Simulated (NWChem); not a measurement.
Species: C5H6; SMILES C#CCC=C

```xyz
11

C      0.4605     2.4147     0.0704
C     -0.1049     1.3479     0.0507
C     -0.7781     0.0448     0.0091
C      0.1421    -1.0763    -0.4291
C      0.3580    -2.1881     0.2718
H      0.9614     3.3553     0.0947
H     -1.2019    -0.1889     0.9947
H     -1.6305     0.1100    -0.6851
H      0.6390    -0.9284    -1.3870
H     -0.1158    -2.3594     1.2364
H      1.0175    -2.9714    -0.0917
```
Atoms are numbered in this order, from 1.

All runs: NWChem. Pople sets run with spherical d functions. Coordinates come from a B3LYP/6-31G* (spherical d) optimisation. Level: PBE/6-31G* with COSMO at NWChem's default radii, gas-phase geometry; rows give the dielectric constant.

| dielectric constant | electrostatic solvation energy (kcal/mol) | dipole in solution (D) |
|---|---|---|
| 1.5 | -1.3 | 0.60 |
| 2.0 | -1.9 | 0.64 |
| 2.4 | -2.3 | 0.66 |
| 3.9 | -2.9 | 0.70 |
| 78.4 | ___ | ___ |

Problem. What belongs in the gaps?

Solution. 
- 78.4, electrostatic solvation energy (kcal/mol): -4.0
- 78.4, dipole in solution (D): 0.78
